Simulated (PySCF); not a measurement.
Molecule: `FC(C(=O)[C@]12C[C@H]1C2)(F)F`, C$_{6}$H$_{5}$F$_{3}$O.

Bonds (- single, = double, # triple, : aromatic): O1=C2, C2-C3, C3-F4, C3-F5, C3-F6, C2-C7, C7-C8, C8-C9, C9-C10, C9-C7, C10-C7. C8 carries H11, H12; C9 carries H13; C10 carries H14, H15. Stereochemistry as in O=C(C(F)(F)F)[C@]12C[C@H]1C2. H12 is cis to C10 on the ring; H15 is cis to C8 on the ring; H11 is trans to C10 on the ring; H14 is trans to C8 on the ring.

Frames of a GFN2-xTB Langevin trajectory at 600 K; GIAO PBE0/pcSseg-1 shieldings in PySCF, gas phase, non-relativistic; equivalent atoms averaged within each frame.

Shifts are taken against calculated references (same method and geometry level): ¹⁷O (336.08 ppm) vs H2O; ¹³C (186.93 ppm), ¹H (31.72 ppm) vs TMS; ¹⁹F (170.95 ppm) against CFCl3. The references are static minima.

Q: How do the shifts (ppm) fluctuate along the trajectory?

A: 
```
         time (fs)     O1     C2     C3  C8/C10    C9    C7  F4/F5/F6   H13  H11/H14  H12/H15
               250  664.3  203.1  123.8    41.9  33.6  17.3     -85.8  2.92     2.40     1.23
               425  644.7  196.1  136.1    44.5  37.2  16.5     -54.5  2.02     3.00     1.56
               625  576.5  182.9  132.1    49.4  35.8  17.2     -75.1  4.19     2.72     2.29
               800  703.5  202.6  124.0    41.4  28.1  22.9     -84.9  3.26     3.24     1.93
              1000  554.2  185.8  132.0    46.0  41.2  10.9     -83.7  4.68     2.59     2.07
    mean of frames  628.6  194.1  129.6    44.6  35.2  17.0     -76.8  3.41     2.79     1.82
standard deviation   62.0    9.4    5.4     3.2   4.8   4.3      13.2  1.05     0.33     0.42
```

5 frames give an uncertainty of the mean of about the standard deviation over 2.2 at best, since frames this close in time may not be independent; classical motion lacks zero-point vibration, and the reference would need the same averaging.
